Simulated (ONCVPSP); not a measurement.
## nitrogen (N), ONCV: configuration errors across variants

| Item | Value |
| --- | --- |
| Element | nitrogen (N) |
| Generator | ONCVPSP 4.0.1 |
| Type | optimised norm-conserving Vanderbilt (ONCV) |
| Functional | LDA (Perdew-Zunger) |
| Relativity | scalar-relativistic |
| Frozen core | [He] |
| Valence charge | 5 |
| Reference configuration | 2s2 2p3 |
| Partial waves | 2s: rc 0.85 bohr, ncon 4, nbas 7, qcut 9.3 1/bohr, 1 projector; 2p: rc 1.45 bohr, ncon 5, nbas 9, qcut 8.4 1/bohr, 2 projectors, debl 1.6 Ha |
| Local potential | polynomial inside 0.75 bohr (lpopt 5, dvloc0 2 Ha) |
| Core correction | Teter function, fcfact 4.75, rcfact 1.7 |

All-electron excitation energies from the reference (eV): (1) 2s2 2p2 13.732; (2) 2s2 2p1 42.701; (3) 2s2 2p0 89.866; (4) 2s1 2p4 11.204.

1 further variants failed, have other tests or too few solved ones, and are left out.

Errors AE − PS in meV (a dash: test not solved or not reliable):

```csv
change,(1),(2),(3),(4),bound ghosts,GHOST(+) flags above zero
base,+8.3,+73,+294,+8.6,none,none
"all radii but the core radius scaled by about 0.83 (s 0.70, p 1.20 bohr); local potential polynomial inside 0.62 bohr (lpopt 5, dvloc0 2 Ha)",+3.7,+34,+136,+8.6,none,none
"all radii but the core radius scaled by about 0.91 (s 0.78, p 1.32 bohr); local potential polynomial inside 0.68 bohr (lpopt 5, dvloc0 2 Ha)",+5.3,+48,+195,+8.2,none,none
"all radii but the core radius scaled by about 0.97 (s 0.82, p 1.40 bohr); local potential polynomial inside 0.72 bohr (lpopt 5, dvloc0 2 Ha)",+7.1,+63,+253,+8.5,none,none
"all radii but the core radius scaled by about 1.06 (s 0.90, p 1.54 bohr); local potential polynomial inside 0.80 bohr (lpopt 5, dvloc0 2 Ha)",+11,+94,+373,+9.0,none,none
"all radii but the core radius scaled by about 1.13 (s 0.96, p 1.64 bohr); local potential polynomial inside 0.86 bohr (lpopt 5, dvloc0 2 Ha)",+14,+121,+476,+9.4,none,none
"all radii but the core radius scaled by about 1.19 (s 1.02, p 1.72 bohr); local potential polynomial inside 0.90 bohr (lpopt 5, dvloc0 2 Ha)",+17,+146,+569,+9.7,none,none
"all radii but the core radius scaled by about 1.25 (s 1.06, p 1.82 bohr); local potential polynomial inside 0.94 bohr (lpopt 5, dvloc0 2 Ha)",+22,+179,+688,+9.9,none,none
```

Give the same row for: all radii but the core radius scaled by about 1.31 (s 1.12, p 1.90 bohr); local potential polynomial inside 0.98 bohr (lpopt 5, dvloc0 2 Ha).

+26, +210, +803, +9.9; bound ghosts: none; GHOST(+) flags above zero: none.
